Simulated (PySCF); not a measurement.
CH4Br2Ge, SMILES [CH3][GeH]([Br])[Br].

Geometry optimised at B3LYP-D3(BJ)/def2-SVP.

Vertical ionisation energy (IE) and electron affinity (EA) in eV. Rows of orbital energies are one-electron estimates. Where ΔSCF, EOM or ADC give a negative EA the extra electron is unbound and the value depends on the basis.

```
level                                              IE    EA
-----------------------------------------------  ----  ----
−ε(HOMO), −ε(LUMO), CAM-B3LYP/def2-TZVP (PySCF)     …     …
−ε(HOMO), −ε(LUMO), PBE/def2-TZVP (PySCF)        7.04  2.05
```

Q: Some entries are withheld; supply them. (The exact figures need the calculation; the answer reports its results.)

A: 
- −ε(HOMO), −ε(LUMO), CAM-B3LYP/def2-TZVP (PySCF), IE: 9.61
- −ε(HOMO), −ε(LUMO), CAM-B3LYP/def2-TZVP (PySCF), EA: 0.16
